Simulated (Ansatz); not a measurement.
`[F][GaH][SeH]` + H₂Se → `[SeH][SeH]` + `[F][GaH2]` at 400 K and 1 bar (ligand exchange at the Se–Ga bond).

Isolated molecules relaxed with PBE0-D4/def2-TZVP in Ansatz; ΔE leaves out vibrations. CCSD(T)/CBS is the MP2 limit (def2-TZVPP, def2-QZVPP) plus CCSD(T) − MP2 in def2-TZVPP, frozen cores. For Ga, Se outer-core shells are correlated without core-valence functions, which leaves a few kJ/mol of doubt a bond. Scalar relativity is left out up to krypton. Each species was taken in one conformer, which may not be the lowest.

```json
{"species": "`[F][GaH][SeH]`", "CCSD(T)/CBS energy (Eh)": "-4425.71391", "H − E (kJ/mol)": "68.7", "S (J/(mol·K))": "339.5"}
{"species": "H₂Se", "CCSD(T)/CBS energy (Eh)": "-2401.89790", "H − E (kJ/mol)": "49.4", "S (J/(mol·K))": "229.5"}
{"species": "`[SeH][SeH]`", "CCSD(T)/CBS energy (Eh)": "-4802.61264", "H − E (kJ/mol)": "59.8", "S (J/(mol·K))": "294.4"}
{"species": "`[F][GaH2]`", "CCSD(T)/CBS energy (Eh)": "-2024.95631", "H − E (kJ/mol)": "56.3", "S (J/(mol·K))": "268.5"}
```

H − E and S are ideal-gas, rigid-rotor, harmonic terms from PBE0-D4/def2-TZVP, for one conformer and one mirror image of each species. 1 Eh = 2625.50 kJ/mol, R = 8.31446 J/(mol·K).

By hand: ΔE, ΔH, ΔS and ΔG.

ΔE = (-4802.61264) + (-2024.95631) − (-4425.71391) − (-2401.89790) = 0.04286 Eh = 112.5 kJ/mol. Δ(H − E) = 59.8 + 56.3 − 68.7 − 49.4 = -2.0, so ΔH = 110.5 kJ/mol. ΔS = 294.4 + 268.5 − 339.5 − 229.5 = -6.1 J/(mol·K). ΔG = 110.5 − 400 × (-6.1)/1000 = 112.9 kJ/mol.

By hand: the equilibrium constant, and the temperature at which ΔG would vanish if ΔH and ΔS stayed fixed.

log₁₀ K = −ΔG/(RT ln 10) = -14.7. ΔH and −TΔS have one sign here, so there is no such temperature.

The number of gas molecules stays the same, so ΔS is small and ΔH decides. A doubt of 5 kJ/mol in ΔE shifts log₁₀ K by 0.7 here. Other conformers and mirror images would add mixing entropy, several J/(mol·K) or more a flexible species. These are equilibria of isolated gas molecules and say nothing of rates. Largest T1 diagnostic: 0.014 (customary marks: 0.02 for closed shells, 0.045 for open ones).

ΔS is within the doubt of such terms, so its sign, and with it that verdict, could turn.
